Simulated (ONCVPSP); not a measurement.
# Pseudopotential generation for bromine: ONCV, PBEsol, scalar-relativistic.

bromine, optimised norm-conserving Vanderbilt (ONCV), made with ONCVPSP 4.0.1 (PBEsol, scalar-relativistic). Core [Ar] 3d10, reference 4s2 4p4 (charge +1). Waves: 4s: rc 1.20 bohr, ncon 4, nbas 9, qcut 5.6 1/bohr, 3 projectors, debl 2 Ha; 4p: rc 1.30 bohr, ncon 5, nbas 9, qcut 6.1 1/bohr, 2 projectors, debl 2.9 Ha. Local part: polynomial inside 1.00 bohr (lpopt 5, dvloc0 0 Ha). Core correction: none.

**Question.** Estimate the cutoffs (Ha) at which the residual kinetic energy of the hardest occupied pseudo-wave falls to 1 and 0.1 mHa per electron.

**Answer.** 129 Ha and 157 Ha.

**Question.** What does a ghost test show?

**Answer.** Ghosts flagged at negative energy: s at -250.1 eV, p at -140.6 eV; no localised positive-energy state flagged. A true bound ghost makes a file unfit for plane-wave use.

**Question.** Tests: 4s2 4p5; 4s2 4p3; 4s2 4p2; 4s2 4p4.5. Which has the largest error in its energy relative to the reference configuration, and how large is it?

**Answer.** 4s2 4p2, with -26 meV (all-electron minus pseudo) on +56.78 eV.
